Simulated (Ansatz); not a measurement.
```xyz
8

B    -0.0009   -0.0469   -0.8981
N     0.0271   -0.0101    0.7603
H     0.0480   -1.1730   -1.2297
H    -1.0455    0.5784   -1.2845
H     0.9829    0.5596   -1.2364
H     0.0302    0.9600    1.1276
H    -0.8685   -0.4962    1.0983
H     0.7807   -0.4709    1.0640
```

Basis set: 6-31G (spherical functions). Left uncorrelated: 2 orbitals. Charge 0, multiplicity 1.

Computed with Ansatz (development build ahead of 0.2.0); each method stands on the lowest determinant of its kind that the runs found. Restricted open shells among the atoms or ions are ROHF, correlated in semicanonical orbitals with singles.

The atomization energy at this shape (free ground-state atoms in the same class of orbitals less the molecule, no zero-point energy) of singlet BNH6:

```json
{"method": "RHF-MP2", "atomization energy": "22.01 eV"}
```

(1) What does RHF give?

Answers

(1) 18.43 eV.

This basis has no polarisation functions and is too small for such energies, which can lie far from measured ones in either direction.
